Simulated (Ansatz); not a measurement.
Relaxation of BCl2H5OSi (10 atoms, charge 0, multiplicity 1), to a largest force component of 0.03 eV/Å in at most 50 steps.

All numbers below come from RKS PBE0-D4/def2-SVP in Ansatz.

```xyz
10
Properties=species:S:1:pos:R:3
B 0.097 0.472 -0.031
H -0.020 0.418 1.159
Cl 1.651 0.778 -0.741
Cl -1.351 0.448 -1.020
O 0.243 -2.046 0.624
Si -0.740 -3.213 -0.085
H 0.084 -4.441 -0.245
H -1.918 -3.492 0.799
H -1.227 -2.764 -1.424
H -0.173 -1.440 1.272
```

Task: Where does it end, and by what steps?

Result: It converged. After 24 steps the energy has fallen by 0.580 eV; Cl3 moved furthest, 1.57 Å. Joined: B1–O5 (2.61 → 1.60 Å).

| step | energy less start (eV) | largest force component (eV/Å) | accepted |
| --- | --- | --- | --- |
| 0 | 0.0000 | 0.703 | yes |
| 1 | -0.0309 | 0.485 | yes |
| 2 | -0.0024 | 0.650 | no |
| 3 | -0.0440 | 0.385 | yes |
| 4 | -0.0671 | 0.252 | yes |
| 5 | -0.0793 | 0.995 | yes |
| 6 | -0.1311 | 0.269 | yes |
| 7 | -0.2211 | 0.390 | yes |
| 8 | -0.2613 | 1.188 | yes |
| 9 | -0.4001 | 1.250 | yes |
| 10 | -0.4634 | 0.259 | yes |
| 11 | -0.4921 | 0.229 | yes |
| 12 | -0.4974 | 0.083 | yes |
| 13 | -0.4998 | 0.144 | yes |
| 14 | -0.5022 | 0.037 | yes |
| 15 | -0.5137 | 0.065 | yes |
| 16 | -0.5183 | 1.072 | yes |
| 17 | -0.5592 | 0.171 | yes |
| 18 | -0.5731 | 0.059 | yes |
| 19 | -0.5683 | 0.638 | no |
| 20 | -0.5766 | 0.108 | yes |
| 21 | -0.5769 | 0.188 | yes |
| 22 | -0.5793 | 0.070 | yes |
| 23 | -0.5797 | 0.057 | yes |
| 24 | -0.5801 | 0.015 | yes |

```xyz
10
Properties=species:S:1:pos:R:3
B 0.093 -0.099 0.170
H 0.661 0.470 1.069
Cl 1.203 -0.655 -1.186
Cl -1.423 0.744 -0.405
O -0.417 -1.498 0.761
Si -0.527 -2.943 -0.239
H 0.803 -3.583 -0.290
H -1.468 -3.745 0.594
H -1.134 -2.622 -1.549
H -1.145 -1.350 1.383
```

Whether the end is a true minimum wasn't checked by a vibrational analysis.

Time of the run: 94 s on 2 threads of Arm Neoverse V1, on a shared host, peak memory 0.24 GiB.
